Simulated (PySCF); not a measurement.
## Calculated data, CH7B2Ge

All values are calculated (PySCF 2.14.0). Calculation on a computer-drawn molecule: the log of a Hartree-Fock and frozen-core CCSD(T) single point meant for a local Hartree-Fock minimum, with one planted fault or none, to be diagnosed. Offsets are logged minus clean, where the clean run is the same molecule without the fault. The reference is restricted for singlets and unrestricted otherwise, and also for a bond in bohr or an excited solution. Adding or removing an electron swaps singlet and doublet. The excited solution moves the top pair (singlet) or top alpha electron (doublet) to the lowest empty orbital. Highest occupied and lowest empty are orbital energies over both spins, largest force is the largest gradient component, triples share is (T) over the correlation energy, the T1 limit is 0.02 restricted and 0.045 unrestricted, electrons count all cores, a negative frequency is imaginary (commonest isotopes), and the dipole is about the centre of nuclear charge; on germanium a core potential holds 10 electrons, which the energies leave out, and 3d is frozen in MP2 and coupled-cluster steps.

```xyz
11
formula=CH7B2Ge meant_charge=1 meant_multiplicity=1 meant_basis=cc-pVDZ meant_basis_and_core_potential_on_germanium=cc-pVDZ-PP_ECP10MDF logged_electrons=54 logged_basis_functions=100 logged_SCF_converged=yes logged_spin_squared=0 logged_highest_occupied=-16.505 logged_lowest_empty=-4.9493 logged_largest_force=1.039e-05 logged_lowest_frequency=54.554 logged_T1_diagnostic=0.012369 logged_D1_diagnostic=0.036665 logged_triples_share=0.027045 logged_CC_converged=yes logged_dipole_magnitude=1.4803 logged_SCF_stable_within_its_kind=yes logged_energy_HF=-384.38363 logged_energy_CCSD(T)=-384.82993 possible_faults=no_fault,one_electron_removed,one_electron_added,multiplicity_raised_by_two,geometry_at_a_saddle_point,SCF_held_on_an_excited_solution,minimal_basis_STO-3G,one_bond_length_entered_in_bohr,all_coordinates_scaled
B      0.9777    -1.5360    -0.9850
C      0.2520    -1.6403     0.4383
Ge    -1.0923    -0.3065     0.7283
B     -3.1239    -0.6480     1.0383
H      1.2520    -0.4596    -1.4293
H      1.2614    -2.5351    -1.5664
H     -0.1048    -2.6351     0.6975
H      1.0594    -1.3534     1.1355
H     -0.5778     1.1264     0.7023
H     -3.8307    -0.7073     0.0836
H     -3.5029    -0.7695     2.1588
```

Units: logged_highest_occupied, logged_lowest_empty in eV; logged_largest_force in hartree/bohr; logged_lowest_frequency in cm⁻¹; logged_dipole_magnitude in debye; logged_energy_HF, logged_energy_CCSD(T) in hartree.

Drawn bonds:
| atom | other atom | order |
| --- | --- | --- |
| 1 | 2 | 1 |
| 2 | 3 | 1 |
| 3 | 4 | 1 |
| 1 | 5 | 1 |
| 1 | 6 | 1 |
| 2 | 7 | 1 |
| 2 | 8 | 1 |
| 3 | 9 | 1 |
| 4 | 10 | 1 |
| 4 | 11 | 1 |

## Withheld values
1. Which fault was planted in the run of CH7B2Ge?

## Answers
1. no fault

Further results for CH7B2Ge:

| Property | Result |
| --- | --- |
| HF energy offset from clean run | 0 kcal/mol |
| CCSD(T) energy offset from clean run | 0 kcal/mol |
